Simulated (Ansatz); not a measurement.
Ideal-gas functions of `[I][Ti]([I])([I])[I]` at 298.15 K and 1 bar, from an Ansatz frequency run at PBE0-D4/def2-TZVP.

Molar mass 555.48 g/mol, point group Td (symmetry number 12), electronic degeneracy 1, moments of inertia 2160.135, 2160.175, 2160.234 u Å². Harmonic wavenumbers (cm⁻¹, unscaled): 49, 49, 64, 64, 64, 167, 333, 333, 333.

Use S(trans) = R[1.5 ln M + 2.5 ln T − 1.1517]; rotational temperatures θ = 24.2544 K / I; S(rot) = R[ln(√π/σ · √(T³/θAθBθC)) + 1.5]; for each mode x = 1.438777 ν̃/T, S = R[x/(eˣ − 1) − ln(1 − e⁻ˣ)] and H = RT x/(eˣ − 1); 1 cm⁻¹ = 0.0119627 kJ/mol; R = 8.31446 J/(mol·K).

By hand: the entropy, in J/(mol·K).

Translation 187.7. Rotation: θ = 0.0112, 0.0112, 0.0112 K, giving 123.6. Vibration, mode by mode: 20.32, 20.32, 18.12, 18.12, 18.12, 10.33, 5.21, 5.21, 5.21, in all 121.0. Electronic 0.0. Sum 432.3 J/(mol·K).

By hand: H − E and G − E in kJ/mol, counted from the electronic energy.

Zero-point energy ½ × 1456 × 0.0119627 = 8.7; thermal vibration 15.4; translation, rotation and pV give 4 RT = 9.9. H − E = 34.0 kJ/mol, and G − E = 34.0 − 298.15 × 432.3/1000 = -94.9 kJ/mol.

Vibration gives 28 % of the entropy, 95.0 J/(mol·K) of it from the modes under 150 cm⁻¹: soft modes count most, and the harmonic formula is weakest for them.
